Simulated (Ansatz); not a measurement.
# A geometry optimisation of C4H11AlSi with B3LYP/def2-SVP

The starting geometry of this gas-phase singlet was optimised with GFN2-xTB; its bonds are those of `C=C[C@@H]([SiH3])[AlH][CH3]`.

```xyz
17

C    -0.4476    1.7506    1.0650
C    -0.6645    1.4852   -0.2171
C    -0.3671    0.1989   -0.8961
C     2.9629    1.3407   -1.4507
Al    1.2225    0.6092   -2.0656
Si   -1.8132   -0.4159   -1.9796
H    -0.6746    2.7112    1.4961
H    -0.0390    1.0098    1.7335
H    -1.0872    2.2607   -0.8505
H    -0.1324   -0.5588   -0.1337
H    -3.0016   -0.6647   -1.1526
H    -2.1476    0.6009   -2.9874
H    -1.4164   -1.6681   -2.6390
H     1.0071    0.3681   -3.5828
H     2.9817    1.5251   -0.3692
H     3.2105    2.2927   -1.9350
H     3.8004    0.6679   -1.6700
```

Question: Where would you expect an optimisation with B3LYP/def2-SVP to take it?

Answer: A new bond forms, giving a structure given below by its coordinates. Contacts that close: C2–Al5 (2.78 → 2.24 Å).

The energy falls by 0.26 eV over 32 steps:

```tsv
step	E − E(last) (eV)
1	0.262
4	0.147
8	0.135
11	0.113
15	0.055
18	0.026
22	0.002
25	0.001
29	0.000
32	0.000
```

Final geometry (Å):

```xyz
17

C    -0.0367    2.1903    0.4829
C    -0.8255    1.4701   -0.3728
C    -0.5076    0.1499   -0.9301
C     2.8044    0.9547   -1.1185
Al    0.9689    1.3324   -1.7096
Si   -1.7630   -0.7921   -1.9456
H    -0.2808    3.2264    0.7283
H     0.7758    1.7238    1.0497
H    -1.6472    2.0217   -0.8521
H     0.0696   -0.4870   -0.2394
H    -2.8265   -1.4411   -1.1148
H    -2.4395    0.1406   -2.8976
H    -1.0821   -1.8693   -2.7241
H     0.6158    2.2710   -2.9341
H     2.8584    0.4083   -0.1629
H     3.3965    1.8796   -1.0160
H     3.3131    0.3342   -1.8780
```

The end wasn't checked by frequencies. Run with Ansatz 0.2.0, 5.5 min on 2 threads of Intel(R) Xeon(R) Processor @ 2.50GHz (Skylake/Cascade Lake), with other jobs on the host.
